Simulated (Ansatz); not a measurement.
Compare A (`[SiH3]COCS`) with its isomer B (`CSC[SiH2]O`).

Computed with Ansatz on PBE0-D4/def2-TZVP structures; ΔE is electronic, products minus reactants. CCSD(T)/CBS adds triple-zeta CCSD(T) − MP2 to the extrapolated MP2 energy (def2 sets, frozen cores). Functionals use def2-TZVPP. B3LYP here is the variant with VWN-RPA as its local correlation; programs differ in this. One conformer a species, not always the lowest.

(1) Which is lower in electronic energy at CCSD(T)/CBS, and by how much? (Best estimate.)

(2) Give E(B) − E(A) in kJ/mol with MP2/def2-TZVPP, BLYP-D4, B3LYP-D4, PBE0-D4, LDA (SPW92), CCSD(T)/def2-TZVPP, CCSD/def2-TZVPP. (Estimate.)

(3) Does the order hold for the free energy at 298.15 K (harmonic terms from PBE0-D4)? (Estimate.)

Largest T1 diagnostic: 0.012.

Results:

(1) Ansatz gave: B, by 225.0 kJ/mol.

(2) The calculation gave: MP2/def2-TZVPP -231.6, BLYP-D4 -205.5, B3LYP-D4 -212.1, PBE0-D4 -214.6, LDA (SPW92) -203.2, CCSD(T)/def2-TZVPP -216.0, CCSD/def2-TZVPP -216.1. None reverses the order clearly.

(3) Ansatz gave: Yes: G(B) − G(A) = -218.1 kJ/mol, for one conformer each. Modes under 60 cm⁻¹, often nearly free rotors, make the harmonic entropy too high.

In def2-TZVPP, CCSD(T) changes the Hartree–Fock value by −4.8 kJ/mol (the triples alone add +0.1 kJ/mol) and MP2 by −20.4 kJ/mol. From PBE to PBE0 (25 % exact exchange), in def2-TZVPP and without D4, E(B) − E(A) moves by −8.3 kJ/mol.
